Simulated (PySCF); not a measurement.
Input file for PySCF: R-M06-2X/def2-TZVPP on H2 (SMILES [H][H]).

```python
from pyscf import gto, dft

mol = gto.M(
    atom='''
    H     0.00000000    0.00000000    0.37198582
    H    -0.00000000   -0.00000000   -0.37198582
    ''',
    basis='def2-tzvpp',
    charge=0, spin=0, verbose=4, max_memory=1800)
mf = dft.RKS(mol, xc='m062x').density_fit(auxbasis='def2-universal-jkfit')
mf.grids.level = 4
mf.conv_tol = 1e-9
mf.max_cycle = 150
mf.kernel()
mf.dip_moment()
```

Program output:

```
PySCF version 2.14.0

[INPUT] verbose = 4
[INPUT] num. atoms = 2
[INPUT] num. electrons = 2
[INPUT] charge = 0
[INPUT] spin (= nelec alpha-beta = 2S) = 0
[INPUT] symmetry False subgroup None
[INPUT] Mole.unit = angstrom
[INPUT] Symbol           X                Y                Z      unit          X                Y                Z       unit  Magmom
[INPUT]  1 H      0.000000000000   0.000000000000   0.371985820000 AA    0.000000000000   0.000000000000   0.702951322022 Bohr   0.0
[INPUT]  2 H      0.000000000000   0.000000000000  -0.371985820000 AA    0.000000000000   0.000000000000  -0.702951322022 Bohr   0.0

nuclear repulsion = 0.711286805126066
number of shells = 12
number of NR pGTOs = 32
number of NR cGTOs = 28
basis = def2-tzvpp
ecp = {}


******** <class 'pyscf.df.df_jk.DFRKS'> ********
method = DFRKS
initial guess = minao
damping factor = 0
level_shift factor = 0
DIIS = <class 'pyscf.scf.diis.CDIIS'>
diis_start_cycle = 1
diis_space = 8
diis_damp = 0
SCF conv_tol = 1e-09
SCF conv_tol_grad = None
SCF max_cycles = 150
direct_scf = False
XC library pyscf.dft.libxc version 7.1.2
    S. Lehtola, C. Steigemann, M. J. T. Oliveira, and M. A. L. Marques,  SoftwareX 7, 1–5 (2018)
XC functionals = m062x
    Y. Zhao and D. G. Truhlar,  Theor. Chem. Acc. 120, 215 (2008)
    Y. Zhao and D. G. Truhlar,  Theor. Chem. Acc. 120, 215 (2008)
radial grids:
    Treutler-Ahlrichs [JCP 102, 346 (1995); DOI:10.1063/1.469408] (M4) radial grids

becke partition: Becke, JCP 88, 2547 (1988); DOI:10.1063/1.454033
pruning grids: <function nwchem_prune>
grids dens level: 4
symmetrized grids: False
atomic radii adjust function: <function treutler_atomic_radii_adjust>
small_rho_cutoff = 0
Set gradient conv threshold to 3.16228e-05
Initial guess from minao.
tot grids = 31416
******** <class 'pyscf.df.df.DF'> ********
auxbasis = def2-universal-jkfit
init E= -0.911680463960805
  HOMO = -0.493837140214054  LUMO = 0.07477891952652  gap/eV = 15.47283
cycle= 1 E= -1.16875004509088  delta_E= -0.257  |g|= 0.0291  |ddm|= 0.476
  HOMO = -0.497762277963041  LUMO = 0.105850600645027  gap/eV = 16.42514
cycle= 2 E= -1.16886558471494  delta_E= -0.000116  |g|= 0.00488  |ddm|= 0.0149
  HOMO = -0.495336111109829  LUMO = 0.106879871520636  gap/eV = 16.38713
cycle= 3 E= -1.16886863699947  delta_E= -3.05e-06  |g|= 0.000438  |ddm|= 0.00287
  HOMO = -0.495727268832105  LUMO = 0.106790389282154  gap/eV = 16.39534
cycle= 4 E= -1.16886866588915  delta_E= -2.89e-08  |g|= 1.51e-05  |ddm|= 0.000241
  HOMO = -0.495718264639339  LUMO = 0.10679362655157  gap/eV = 16.39518
cycle= 5 E= -1.16886866592208  delta_E= -3.29e-11  |g|= 3.49e-07  |ddm|= 7.74e-06
  HOMO = -0.495718617987739  LUMO = 0.106793546806355  gap/eV = 16.39519
Extra cycle  E= -1.16886866592212  delta_E= -4.75e-14  |g|= 5.23e-08  |ddm|= 4.66e-07
converged SCF energy = -1.16886866592212
Dipole moment(X, Y, Z, Debye):  0.00000, -0.00000, -0.00000
```

The calculation finished and met its thresholds.

Cost: roughly 1.3 core-seconds.
